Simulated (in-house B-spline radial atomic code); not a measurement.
Lu⁺. Computed with a B-spline radial atomic code. Model: non-relativistic spherical atom: semilocal Troullier-Martins pseudo-atom, one channel per l, against all electrons, high spin, G0W0 and RPA with empty states to l = 8, local potential for every l without a channel, a model core (radius 0 = none) keeps its share of the functional.

Without relativity these are model numbers for so heavy an element.

What the tables leave out is listed at the end.

The pseudopotential gives back the lowest level of each angular momentum of its own functional in the configuration it was made in; a second state of the same l is only approximately right. Exact exchange, RPA and GW see the smooth pseudo-orbitals and miss the exchange with the core, for which the functional's share stands in. The column with an uncorrelated core keeps all orbitals and exact exchange, and so separates missing core correlation from pseudisation. Only the three outermost levels and the lowest empty one were computed. RPA here is direct RPA, with no exchange kernel, and its energies carry an (l + 1/2)⁻⁴ tail. A hybrid on a potential with a model core restores only its own semilocal share of the core's exchange.

Command:
```bash
python run_psgw.py task.json out
```
Settings (lengths in bohr, energies in hartree):
```
Z                      71
electrons              70
configuration          [Xe] 4f14 6s2
generated_in           [Xe] 4f14 5d1 6s2
functional             pbe,pbe
core_shells            10
radius_factor          0.9
core_correction        True
ion_configuration      [Xe] 4f14 6s1
```

Run time, properties included: 75 s on 1 thread of Arm Neoverse N1, on a shared host.

Given: made with PBE; model core radius 0.684 bohr; local radius 1.402 bohr; mean-field start PBE0.

Valence shells of the generating configuration: 5p, 4f, 6s, 5d.

Channel: s 3.014, p 1.118, d 1.609, f 1.416 (radii in bohr).

Computed: largest level miss in the spin-unpolarised generating configuration 0 eV; valence RPA correlation energy all-electron orbitals -1.6247 hartree; valence RPA correlation energy pseudo -2.4012 hartree; all-electron RPA polarisability, core included 51.06 bohr³; pseudo-atom RPA polarisability 48.06 bohr³; ionisation by RPA all-electron 13.364 eV; ionisation by RPA pseudo minus all 0.375 eV.

```csv
level,occupied,mean-field all-electron (eV),mean-field pseudo minus all (eV),G0W0 all-electron (eV),G0W0 uncorrelated core minus all (eV),G0W0 pseudo minus all (eV),exchange self-energy all-electron (eV),exchange self-energy pseudo (eV)
6s,1,-10.931,-0.146,-13.359,-0.004,-0.414,-8.9053,-8.9272
```

Problem. What is the ionisation by mean-field pseudo minus all?

Solution. 0.182 eV.

Problem. What is the ionisation by mean-field all-electron?

Solution. 12.95 eV.

Among the listed levels the largest G0W0 shift of the pseudo-atom is -0.41 eV, for 6s on the PBE0 start, while leaving the core uncorrelated moves that level by 0.00 eV. So pseudisation and the lost core exchange, not the missing core correlation, make the error. Not in the tables (levels of low weight, unsolved or above zero; the highest and the empty levels are kept at any weight): the PBE start was refused, since an empty level lay at or below an occupied one; on PBE0 the G0W0 levels 4f (pseudo minus all +8.60 eV, weights 0.85 and 0.71), 5p (pseudo minus all +0.13 eV, weights 0.41 and 0.76), 5d (pseudo minus all -0.10 eV, weights 0.40 and 0.39); no Hartree-Fock pseudo-atom is run with a model core.
